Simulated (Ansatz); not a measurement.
One change: `OC(O)[SiH3]` becomes `OC(O)CF`.

Ansatz, PBE0-D4/def2-TZVP geometries, multiplicity 1. Each molecule was computed in one conformer, which needn't be the lowest.

```tsv
property	`OC(O)[SiH3]`
HOMO energy (PBE/def2-TZVPP) / eV	-6.36
HOMO–LUMO gap (B3LYP/def2-TZVPP) / eV	7.84
HOMO energy (ωB97M-V/def2-TZVPP) / eV	-10.18
HOMO energy (PBE0/def2-TZVPP) / eV	-7.85
LUMO energy (ωB97M-V/def2-TZVPP) / eV	2.04
size of the dipole moment (B3LYP/def2-TZVPP) / D	0.48
```

Problem. Give the same properties after the change, and the shifts. (Estimate.)

Solution. Computed: 
| property | `OC(O)CF` | shift |
| --- | --- | --- |
| HOMO energy (PBE/def2-TZVPP) / eV | -6.65 | -0.29 |
| HOMO–LUMO gap (B3LYP/def2-TZVPP) / eV | 8.72 | 0.88 |
| HOMO energy (ωB97M-V/def2-TZVPP) / eV | -10.86 | -0.68 |
| HOMO energy (PBE0/def2-TZVPP) / eV | -8.39 | -0.54 |
| LUMO energy (ωB97M-V/def2-TZVPP) / eV | 2.46 | 0.42 |
| size of the dipole moment (B3LYP/def2-TZVPP) / D | 1.35 | 0.87 |

With PBE0 the HOMO falls by 0.54 eV and the LUMO rises by 0.48 eV, so the gap widens by about 1.02 eV. PBE moves the HOMO by -0.29 eV and ωB97M-V by -0.68 eV. Dipoles are sizes alone; their direction can turn.

B3LYP here is the variant with VWN-RPA as its local correlation; programs differ in this.
